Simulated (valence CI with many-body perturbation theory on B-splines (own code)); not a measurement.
The numbers below are computed, except where a source is named.
## Pr44+: magnetic and hyperfine properties of the levels

Level of theory: relativistic CI+MBPT: five valence electrons over a frozen Dirac-Fock core [Ne], radial functions for each j: 9 s, 9 p, 8 d, 6 f, 3 g, 1 h, with the one-electron correlation potential Σ1, the two-electron term Σ2, the three-electron term Σ3, Breit, model QED; selected CI, second order for the rest (own B-spline code, finite nucleus).

The last digits are not significant, and no measured levels were compared; by estimate large intervals hold to a few tenths of a per cent, small ones and those within an open d or f shell to about a per cent. Among the levels kept, up to 510 cm⁻¹ of a level comes from second order outside the variational space, and about a tenth of that is noise between levels of different J, which matters for small intervals.

A/g_I is the dipole constant over the nuclear g factor μ/I (μ in nuclear magnetons, uniformly magnetised nucleus), B/Q the quadrupole constant per barn. Both hold the static response of the core; the bare values leave it out. Large factors of s and p1/2 electrons are usually good to 5 to 10 %; those of open d and f shells near neutrality can be off by tens of per cent, and small factors of p3/2, d and f electrons come from cancelling terms and can be off by a factor of two or in sign, in half-filled shells by more. B is blank for J = 1/2, where it vanishes, and for nearly pure S terms. Energies count from the lowest level.

Levels are named by their leading jj configuration (3d3/2^4 stands for four electrons in 3d with j = 3/2), which in mixed levels can hold well under half, so a name can repeat and another be missing. Letters in brackets count levels of one name in rising energy.

| Level | E (× 10³ cm⁻¹) | g | A/g_I (MHz) | A/g_I bare | B/Q (MHz/b) | B/Q bare |
| --- | --- | --- | --- | --- | --- | --- |
| (3s^2 3p1/2^2 3p3/2) J=3/2 | 0.00 | 1.376 | 91300 | 91300 | 168000 | 165000 |
| (3s^2 3p1/2 3p3/2^2) J=3/2 | 896.29 | 1.446 | -14200 | -11700 | 26400 | 26000 |
| (3s^2 3p1/2 3p3/2^2) J=5/2 | 969.99 | 1.192 | 208000 | 205000 | -537 | -524 |
| (3s^2 3p1/2 3p3/2^2) J=1/2 | 1061.4 | 0.655 | 656000 | 642000 |  |  |
| (3s^2 3p1/2^2 3d3/2) J=3/2 | 1378.6 | 0.780 | 46700 | 48100 | 21300 | 22500 |
| (3s^2 3p1/2^2 3d5/2) J=5/2 | 1652.2 | 1.246 | 69800 | 70300 | 4290 | 5980 |
| (3s 3p1/2^2 3p3/2^2) J=5/2 | 1903.1 | 1.429 | 400000 | 392000 | 78300 | 77200 |
| (3s^2 3p3/2^3) J=3/2 | 1968.6 | 1.291 | 98900 | 98400 | -193000 | -190000 |
| (3s 3p1/2^2 3p3/2^2) J=1/2 | 2070.4 | 2.150 | 1760000 | 1720000 |  |  |
| (3s 3p1/2^2 3p3/2^2) J=3/2 | 2073.3 | 1.152 | -208000 | -199000 | -35800 | -35200 |
| (3s^2 3p1/2 3p3/2 3d3/2) J=5/2 [a] | 2266.9 | 0.957 | 158000 | 156000 | -25600 | -24400 |
| (3s^2 3p1/2 3p3/2 3d3/2) J=3/2 [a] | 2279.3 | 0.921 | 150000 | 149000 | -112000 | -110000 |
| (3s^2 3p1/2 3p3/2 3d3/2) J=1/2 [a] | 2282.6 | 0.211 | 239000 | 236000 |  |  |
| (3s^2 3p1/2 3p3/2 3d3/2) J=7/2 | 2339.4 | 1.054 | 152000 | 151000 | 160000 | 159000 |
| (3s^2 3p1/2 3p3/2 3d5/2) J=7/2 [a] | 2493.3 | 1.306 | -18500 | -15900 | 195000 | 194000 |
| (3s^2 3p1/2 3p3/2 3d3/2) J=5/2 [b] | 2513.1 | 1.210 | 43100 | 44500 | 125000 | 123000 |
| (3s^2 3p1/2 3p3/2 3d5/2) J=3/2 [a] | 2524.9 | 1.421 | -7690 | -4920 | -72900 | -71400 |
| (3s^2 3p1/2 3p3/2 3d3/2) J=3/2 [b] | 2562.3 | 1.230 | 737 | 3350 | 6590 | 5900 |
| (3s^2 3p1/2 3p3/2 3d3/2) J=1/2 [b] | 2564.8 | 1.667 | 449000 | 439000 |  |  |
| (3s^2 3p1/2 3p3/2 3d5/2) J=5/2 [a] | 2565.6 | 1.169 | 176000 | 174000 | -110000 | -108000 |
| (3s^2 3p1/2 3p3/2 3d5/2) J=9/2 | 2571.6 | 1.197 | 114000 | 113000 | 169000 | 168000 |
| (3s^2 3p1/2 3p3/2 3d5/2) J=7/2 [b] | 2716.1 | 1.100 | 130000 | 128000 | 32100 | 33100 |
| (3s^2 3p1/2 3p3/2 3d5/2) J=5/2 [b] | 2730.2 | 1.216 | -6640 | -4650 | 44100 | 44600 |
| (3s^2 3p1/2 3p3/2 3d5/2) J=3/2 [b] | 2762.5 | 0.951 | 177000 | 174000 | 24200 | 24300 |
| (3s^2 3p1/2 3p3/2 3d5/2) J=1/2 | 2777.6 | 1.304 | -220000 | -212000 |  |  |
| (3s 3p1/2 3p3/2^3) J=3/2 [a] | 2905.4 | 1.367 | 264000 | 260000 | -158000 | -156000 |
| (3s 3p1/2 3p3/2^3) J=5/2 | 2992.3 | 1.274 | 486000 | 476000 | -209000 | -206000 |
| (3s 3p1/2 3p3/2^3) J=1/2 | 3119.1 | 1.315 | -401000 | -388000 |  |  |
| (3s 3p1/2 3p3/2^3) J=3/2 [b] | 3126.1 | 1.151 | 195000 | 192000 | 3710 | 3680 |
| (3s 3p1/2^2 3p3/2 3d3/2) J=5/2 [a] | 3227.7 | 1.303 | 337000 | 331000 | 47600 | 46500 |
| (3s 3p1/2^2 3p3/2 3d3/2) J=3/2 [a] | 3241.0 | 1.335 | 241000 | 239000 | -3890 | -4690 |
| (3s 3p1/2^2 3p3/2 3d3/2) J=1/2 [a] | 3248.9 | 2.572 | 1050000 | 1030000 |  |  |
| (3s 3p1/2^2 3p3/2 3d3/2) J=7/2 | 3276.3 | 1.321 | 324000 | 319000 | 143000 | 142000 |
| (3s 3p1/2^2 3p3/2 3d3/2) J=3/2 [b] | 3386.4 | 0.984 | 97600 | 97400 | -98900 | -97000 |
| (3s^2 3p3/2^2 3d3/2) J=5/2 | 3433.8 | 1.187 | 131000 | 130000 | -29800 | -29700 |
| (3s^2 3p3/2^2 3d3/2) J=7/2 | 3442.1 | 1.163 | 74300 | 74900 | 40200 | 40400 |
| (3s^2 3p3/2^2 3d3/2) J=3/2 [a] | 3445.7 | 1.182 | 42400 | 43800 | -55800 | -55700 |
| (3s^2 3p3/2^2 3d3/2) J=1/2 | 3448.3 | 1.463 | -24300 | -22800 |  |  |
| (3s 3p1/2^2 3p3/2 3d5/2) J=9/2 | 3458.0 | 1.384 | 263000 | 259000 | 159000 | 158000 |
| (3s 3p1/2^2 3p3/2 3d3/2) J=5/2 [b] | 3486.2 | 0.868 | -70400 | -66500 | 111000 | 110000 |

Q: Take the isotope of mass number 141, with I = 5/2, μ = 4.266 μN and Q = -0.0589 b. What is the hyperfine structure of (3s^2 3p1/2 3p3/2^2) J=5/2?

A: From the table A = 355000 MHz, B = 31.6 MHz. Shifts from the centre of gravity in MHz: F = 0: -3110000, F = 1: -2750000, F = 2: -2040000, F = 3: -976000, F = 4: 444000, F = 5: 2220000.
